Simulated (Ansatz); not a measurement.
Isolated molecules relaxed with PBE0-D4/def2-TZVP in Ansatz; ΔE leaves out vibrations. CCSD(T)/CBS adds triple-zeta CCSD(T) − MP2 to the extrapolated MP2 energy (def2 sets, frozen cores). This one scheme is used for every species. DFT in def2-TZVPP. B3LYP here is the variant with VWN-RPA as its local correlation; programs differ in this. Each species was taken in one conformer, which may not be the lowest.

Reaction (ligand exchange at the Si–C bond): `C[SiH2]C[SiH3]` + H–F → `F[SiH2]C[SiH3]` + CH₄

```csv
level,ΔE (kJ/mol)
PBE-D4,-133.1
r2SCAN-D4,-147.3
B3LYP,-156.3
MP2/CBS(def2),-141.0
```

Task: What does CCSD(T)/CBS give? (An estimate is asked.)

Result: The calculation gave: -141.2 kJ/mol. The listed levels differ from it by 8.1, -6.1, -15.1, 0.2 kJ/mol.

Largest T1 diagnostic among the species: 0.011.

In def2-TZVPP, CCSD(T) changes the Hartree–Fock value by +26.6 kJ/mol (the triples alone add +3.2 kJ/mol) and MP2 by +26.8 kJ/mol. The D4 term adds +9.1 kJ/mol with B3LYP and +5.2 kJ/mol with PBE0; it sums over pairs of atoms, weighted by their polarisabilities, and B3LYP, whose exchange is more repulsive, gets the larger term.

CCSD(T)/CBS has its own doubt, a few kJ/mol and more with outer-core shells, so smaller differences from it don't rank the levels.
